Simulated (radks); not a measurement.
Problem. The iridium ion Ir+, configuration [Xe] 4f14 5d7 6p1 (not the ground configuration). Method: Dirac Kohn-Sham, PBEsol, spin-unpolarised, spherical densities, finite nucleus; open shells are shared between the two j in proportion to 2j + 1; Fermi nuclear charge, rms radius 5.4032 fm; computed with a radial shooting solver on a logarithmic mesh with Libxc functionals. Some entries of the table are withheld. Estimate them.

orbital,occ.,eigenvalue (eV),r(max) (bohr)
1s1/2,2,-75965.87,0.01082
2s1/2,2,-13288.45,0.06253
2p1/2,2,-12734.57,0.04621
2p3/2,4,-11108.00,0.05337
3s1/2,2,-3115.232,0.1760
3p1/2,2,-2866.071,0.1644
3p3/2,4,-2509.970,0.1790
3d3/2,4,-2092.123,(1)
3d5/2,6,-2015.137,(2)
4s1/2,2,(3),0.3978
4p1/2,2,-566.7239,0.3965
4p3/2,4,-482.4074,0.4269
4d3/2,4,-309.4445,0.4211
4d5/2,6,-293.7906,0.4306
5s1/2,2,-107.6978,0.8917
5p1/2,2,(4),0.9470
4f5/2,6,-73.7438,(5)
4f7/2,8,-70.6234,(6)
5p3/2,4,(7),1.028
5d3/2,2.8,-17.6270,(8)
5d5/2,4.2,-16.3339,(9)
6p1/2,0.333333,(10),2.797
6p3/2,0.666667,(11),3.091

Solution. 
(1) 3d3/2 r(max) (bohr): 0.1397
(2) 3d5/2 r(max) (bohr): 0.1437
(3) 4s1/2 eigenvalue (eV): -671.9824
(4) 5p1/2 eigenvalue (eV): -74.5934
(5) 4f5/2 r(max) (bohr): 0.3925
(6) 4f7/2 r(max) (bohr): 0.3972
(7) 5p3/2 eigenvalue (eV): -60.9668
(8) 5d3/2 r(max) (bohr): 1.274
(9) 5d5/2 r(max) (bohr): 1.314
(10) 6p1/2 eigenvalue (eV): -8.8352
(11) 6p3/2 eigenvalue (eV): -7.7401
